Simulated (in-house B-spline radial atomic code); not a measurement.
A fraction x of an electron is removed from 4d in Mo V (Mo4+), starting from [Kr] 4d2 and keeping the highest spin. Computed with a radial B-spline atomic code at the basis-set limit: non-relativistic wB97X, spin-polarised, spherical fractional occupations, point nucleus.

Caution: exact exchange at fractional occupations of open shells leaves self-interaction of up to several eV.

```json
{"x": "0", "E(x) - E(0) (eV)": "0.0000", "4d up level (eV)": "-46.503"}
{"x": "0.11", "E(x) - E(0) (eV)": "5.1881", "4d up level (eV)": "-47.828"}
{"x": "0.24", "E(x) - E(0) (eV)": "11.5083", "4d up level (eV)": "-49.407"}
{"x": "0.31", "E(x) - E(0) (eV)": "14.9967", "4d up level (eV)": "-50.263"}
{"x": "0.47", "E(x) - E(0) (eV)": "23.1961", "4d up level (eV)": "-52.233"}
{"x": "0.5", "E(x) - E(0) (eV)": "24.7687", "4d up level (eV)": "-52.605"}
{"x": "0.55", "E(x) - E(0) (eV)": "27.4144", "4d up level (eV)": "-53.226"}
{"x": "0.66", "E(x) - E(0) (eV)": "33.3447", "4d up level (eV)": "-54.599"}
{"x": "0.77", "E(x) - E(0) (eV)": "39.4266", "4d up level (eV)": "-55.982"}
{"x": "0.9", "E(x) - E(0) (eV)": "46.8110", "4d up level (eV)": "-57.627"}
{"x": "1", "E(x) - E(0) (eV)": "52.6373", "4d up level (eV)": "-58.900"}
```

The exact functional would give a straight line between the two integer points. Deviations E(x) - E(0) - x[E(1) - E(0)], in eV: -0.602 at x = 0.11, -1.125 at x = 0.24, -1.321 at x = 0.31, -1.543 at x = 0.47, -1.55 at x = 0.5, -1.536 at x = 0.55, -1.396 at x = 0.66, -1.104 at x = 0.77, -0.563 at x = 0.9.

The curve lies below the straight line by up to 1.55 eV (at x = 0.5): convex, the delocalisation error, to which spherically averaged exact exchange adds.

Problem. How well does Slater's transition state (minus the level at half occupation) give the ionisation energy?

Solution. It gives 52.605 eV against 52.637 eV from the two total energies; NIST lists 54.42 eV, ground level to ground level. The end point has an open shell averaged over its orbitals, so its exact exchange keeps a self-interaction and this is no true integer point.
